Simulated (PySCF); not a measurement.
Spectrum to structure. The calculation used PySCF, TDDFT PBE0/def2-SVPD, vertical, gas phase, core orbitals frozen in the response. Geometries: GFN2-xTB, one conformer each.

```tsv
state	E (eV)	f
S1	5.99	0.0000
S2	6.78	0.0001
S3	6.98	0.040
S4	7.17	0.0057
S5	7.54	0.0018
S6	7.55	0.017
```

Triplets computed (Tamm–Dancoff): 5.69, 6.56 eV.

Task: Which structure fits?
A. `FC(F)(F)CN([SiH3])[SiH3]`
B. `Cc1nnncc1C#N`
C. `CC(=O)c1n[nH]nc1[SiH3]`
D. `F[C@@H]([SiH2]C[SiH2]F)C`

Result: A. Its S1 lies at 5.99 eV; the nearest of the others has S1 at 7.28 eV. S1 is HOMO→LUMO (99%). Löwdin shares by element: HOMO nitrogen 51%, silicon 16%, carbon 8% or more (atoms not listed hold the other 25%); LUMO silicon 46%, hydrogen 13% or more (atoms not listed hold the other 42%). At the same level the other candidates give, for their lowest levels:
- `C[C@@H](F)[SiH2]C[SiH2]F`: 7.28 eV (f 0.003); 7.55 eV (f 0.010); 7.75 eV (f 0.013); 7.84 eV (f 0.016); 8.08 eV (f 0.034); T1 6.90 eV; HOMO -8.37, LUMO 0.11 eV
- `Cc1nnncc1C#N`: 2.94 eV (f 0.002); 3.56 eV (f 0.000); 3.80 eV (f 0.000); 4.42 eV (f 0.005); 5.51 eV (f 0.082); T1 2.12 eV; HOMO -7.64, LUMO -3.11 eV
- `CC(=O)c1n[nH]nc1[SiH3]`: 4.04 eV (f 0.000); 5.62 eV (f 0.123); 5.68 eV (f 0.000); 5.92 eV (f 0.001); 6.12 eV (f 0.000); T1 3.51 eV; HOMO -7.83, LUMO -1.83 eV

Shape of the structure used: `[F:1][C:2]([F:3])([F:4])[CH2:5][N:6]([SiH3:7])[SiH3:8]`: F1–C2–C5–N6 -60°, C2–C5–N6–Si7 -82°.
